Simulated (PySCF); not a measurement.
## Ionisation energy along the 8-electron series

Calculated with PySCF 2.14 and a two-component X2C-1e Hamiltonian (Gaussian nucleus, no Breit or QED terms), each ion in its own even-tempered basis scaled to its charge; GMP2 freezes nothing and drops the highest virtual spinors. Values in eV. NIST values: (m) measured, (s) semi-empirical, (t) theoretical.

| ion | configuration | GHF (spin-free) | GMP2 (spin-free) | GHF (screened spin-orbit) | GMP2 (screened spin-orbit) | NIST |
| --- | --- | --- | --- | --- | --- | --- |
| Hf⁶⁴⁺ | [He] 2s2 2p4 | 15687.5 | 15689.3 | 15365.2 | 15365.4 | 15351 ± 24 (t) |
| Ta⁶⁵⁺ | [He] 2s2 2p4 | 16179.0 | 16180.8 | 15834.9 | 15835.1 | 15820 ± 30 (t) |
| W⁶⁶⁺ | [He] 2s2 2p4 | 16678.9 | 16680.8 | 16312.0 | 16312.3 | 16252 ± 11 (s) |

Between Z = 72 and Z = 74 the GMP2 (screened spin-orbit) value grows as Z to the power 2.18.
